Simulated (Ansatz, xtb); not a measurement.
**C3H6BF3Si: which of two isomers lies lower**

Structure a: `FB(F)[C@@H]1CC[Si@H]1F`, a singlet. Structure b: `FB(F)[C@@H]1CC[Si@@H]1F`, a singlet. Both are isolated molecules in the gas phase, relaxed with B3LYP-D3(BJ)/def2-SVP; the shapes shown needn't be the lowest conformers.

a (Å):

| atom | x (Å) | y (Å) | z (Å) |
| --- | --- | --- | --- |
| C | -0.6731 | -1.1648 | 0.8285 |
| C | -1.1691 | -0.8534 | -0.6270 |
| C | -1.9553 | 0.4870 | -0.4340 |
| B | 0.7560 | -1.6960 | 1.0594 |
| F | 1.1164 | -2.3096 | 2.1801 |
| F | 1.7195 | -1.5093 | 0.1615 |
| F | -1.8003 | 1.0556 | 2.5189 |
| Si | -0.9844 | 0.6849 | 1.1575 |
| H | -1.4220 | -1.7259 | 1.4115 |
| H | -0.3050 | -0.7025 | -1.2918 |
| H | -1.7731 | -1.6670 | -1.0576 |
| H | -1.8841 | 1.2195 | -1.2502 |
| H | -3.0203 | 0.2976 | -0.2231 |
| H | 0.2182 | 1.5585 | 1.1313 |

b (Å):

```yaml
atoms:
  - { symbol: C, position_ang: [-0.0971, 0.0718, 0.1069] }
  - { symbol: C, position_ang: [0.4884, 1.4853, 0.4733] }
  - { symbol: C, position_ang: [0.4871, 1.4444, 2.0389] }
  - { symbol: B, position_ang: [0.9411, -1.0592, -0.0758] }
  - { symbol: F, position_ang: [0.6531, -2.1924, -0.7024] }
  - { symbol: F, position_ang: [2.1708, -0.9595, 0.4218] }
  - { symbol: F, position_ang: [-0.5032, -1.3057, 2.7399] }
  - { symbol: Si, position_ang: [-0.7661, 0.0610, 1.8867] }
  - { symbol: H, position_ang: [-0.8579, 0.0454, -0.6869] }
  - { symbol: H, position_ang: [1.4842, 1.6723, 0.0430] }
  - { symbol: H, position_ang: [-0.1829, 2.2769, 0.1076] }
  - { symbol: H, position_ang: [1.4456, 1.0583, 2.4202] }
  - { symbol: H, position_ang: [0.2546, 2.3871, 2.5529] }
  - { symbol: H, position_ang: [-2.2086, 0.3873, 2.0362] }
```

Task: Estimate E(b) − E(a) at the level CCSD(T)/def2-SVP + ΔMP2/def2-TZVPP.

Result: Too close to call at this level: CCSD(T)/def2-SVP + ΔMP2/def2-TZVPP gives E(b) − E(a) = −0.005 eV.

How the difference moves with the method:

| level | geometry | E(b) − E(a) (eV) | departure from the last row (eV) | job, with rough time for the two |
| --- | --- | --- | --- | --- |
| B3LYP-D3(BJ)/def2-SVP | B3LYP-D3(BJ)/def2-SVP | −0.029 | −0.024 | optimisation, 97 s |
| HF/def2-SVP | B3LYP-D3(BJ)/def2-SVP | −0.004 | 0.000 | part of the CCSD(T) run |
| MP2/def2-SVP | B3LYP-D3(BJ)/def2-SVP | −0.032 | −0.027 | part of the CCSD(T) run |
| CCSD(T)/def2-SVP | B3LYP-D3(BJ)/def2-SVP | −0.031 | −0.026 | single point |
| CCSD(T)/def2-SVP + ΔMP2/def2-TZVPP | B3LYP-D3(BJ)/def2-SVP | −0.005 |  | single point, 93 s |

As drawn, both hold the same kinds of bond in the same numbers.

The largest departure from CCSD(T)/def2-SVP + ΔMP2/def2-TZVPP is that of MP2/def2-SVP, 0.027 eV. Levels run at GFN2-xTB geometries aren't shown. The last row adds to CCSD(T) the change of the MP2 difference between the two basis sets, here +0.026 eV.

With thermal terms from frequencies at re-optimised GFN2-xTB minima (ideal gas, soft modes damped towards free rotors, one conformer each, 298.15 K, 1 atm): on the last row, ΔE + ΔZPE = −0.005, ΔH = −0.004, ΔG = −0.005 eV.

The correlated steps freeze 12 core orbitals. Codes used: Ansatz 0.2.0, xtb 6.7.1; the last row on 4 threads of Arm Neoverse V2 on a shared host.
